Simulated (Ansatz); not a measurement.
Total energies of InH2Me (CH₅In) from Ansatz at PBE0-D4/def2-TZVP, gas phase (1 Eh = 27.2114 eV = 2625.5 kJ/mol). The reference geometry is relaxed at PBE0-D4/def2-TZVP.

```csv
state,geometry,energy (Eh)
charge 0 singlet,reference,-231.17442
charge 1 doublet,reference,-230.81847
charge 1 doublet,relaxed at PBE0-D4/def2-TZVP,-230.85637
free In atom (doublet),–,-190.11398
free H atom (doublet),–,-0.50104
free C atom (triplet),–,-37.80537
```

In the def2 sets In takes a core potential; there is no spin–orbit coupling.

(1) Work out the vertical ionisation energy to the doublet.

(2) How much does the charge 1 doublet relax, and what is the adiabatic ionisation energy?

(3) What is the binding energy per atom against free atoms?

(1) E(charge 1 doublet) − E(charge 0 singlet) = -230.81847 − (-231.17442) = 0.35595 Eh = 9.69 eV. For comparison, −ε of the highest occupied level is 7.56 eV at this level, 2.13 eV less.

(2) Relaxation: -230.81847 − (-230.85637) = 0.03790 Eh = 1.03 eV. Adiabatic ionisation energy: 0.31805 Eh = 8.65 eV, without zero-point energy. 

(3) Atoms: 1 × (-190.11398) + 5 × (-0.50104) + 1 × (-37.80537) = -230.42455 Eh. Binding: -230.42455 − (-231.17442) = 0.74987 Eh = 20.41 eV, or 2.92 eV for each of 7 atoms (no zero-point energy, no counterpoise term).
